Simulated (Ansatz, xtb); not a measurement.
**Relative energy of two structures of H2PSiZn+**

We compare I, a singlet given by its coordinates, with II, a singlet given by its coordinates. Both are isolated ions in the gas phase, relaxed with B3LYP/6-31G*.

I (Å):

```xyz
5

P    -0.2773    0.5063    1.3998
Si   -0.6820   -0.6432   -0.3279
Zn    1.3598   -0.8124    2.1427
H    -1.7604   -0.1448   -1.2050
H    -0.0255   -1.8888   -0.7800
```

Close contacts (Å): P1–Si2 2.11, P1–Zn3 2.23, Si2–H4 1.48, Si2–H5 1.48.

II (Å):

```xyz
5

P    -0.0368   -0.3745    1.3673
Si   -1.2893   -1.9153    0.5338
Zn    0.3210   -2.0917   -1.2533
H     1.1745    0.2370    1.0032
H    -0.4505    0.2304    2.5654
```

Close contacts (Å): P1–Si2 2.15, Si2–Zn3 2.41, P1–H4 1.40, P1–H5 1.40.

**Question.** Which of the two would you expect CCSD(T)/def2-TZVP electronic energies to favour?

**Answer.** Structure I; the calculation gives E(II) − E(I) = +0.172 eV.

How the difference moves with the method:

```csv
level,geometry,E(II) − E(I) (eV),departure from the last row (eV),"job, with rough time for the two"
GFN2-xTB,GFN2-xTB,−0.073,−0.245,"optimisation, 0.56 s"
HF/STO-3G,GFN2-xTB,+0.784,+0.612,"single point, 8.7 s"
r2SCAN-D4/def2-SVP,GFN2-xTB,+0.368,+0.197,"single point, 8.4 s"
B3LYP/6-31G*,B3LYP/6-31G*,+0.130,−0.042,"optimisation, 2.2 min"
HF/def2-TZVP,B3LYP/6-31G*,+0.363,+0.191,part of the CCSD(T) run
MP2/def2-TZVP,B3LYP/6-31G*,+0.295,+0.123,part of the CCSD(T) run
CCSD(T)/def2-TZVP,B3LYP/6-31G*,+0.172,,"single point, 2.8 min"
```

GFN2-xTB puts the two in the other order. The largest departure from CCSD(T)/def2-TZVP is that of HF/STO-3G, 0.612 eV.

With harmonic frequencies from B3LYP/6-31G* (ideal gas, rigid rotor, one conformer each, 1000 K, 1 atm): the zero-point term adds +0.005 eV; ΔH is +0.194 and ΔG +0.057 eV.

The correlated steps freeze 15 core orbitals; the last core shell of Zn is correlated, in a basis made for valence electrons. Codes used: Ansatz 0.2.0, xtb 6.7.1; the last row on 1 thread of AMD EPYC (Zen 3) on a shared host.
